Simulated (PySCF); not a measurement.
# Correlation energy of O⁺ (oxygen, charge +1)

[He] 2s2 2p3, high-spin 4S determinant. All numbers are calculated (PySCF 2.14, no relativity, point nucleus, in dyall-acv3z). Frozen: 1s2; 5 electrons correlated; the 19 highest virtual orbitals of each spin left out.

```csv
level,correlation energy (mhartree)
CCSD,-117.29
(T),-1.78
CCSD(T),-119.07
```

Diagnostics: T1 = 0.0043, D1 = 0.0103, largest double amplitude 0.030.

Cost of the coupled-cluster step: of the order of 5 core-seconds, for 5 correlated electrons.
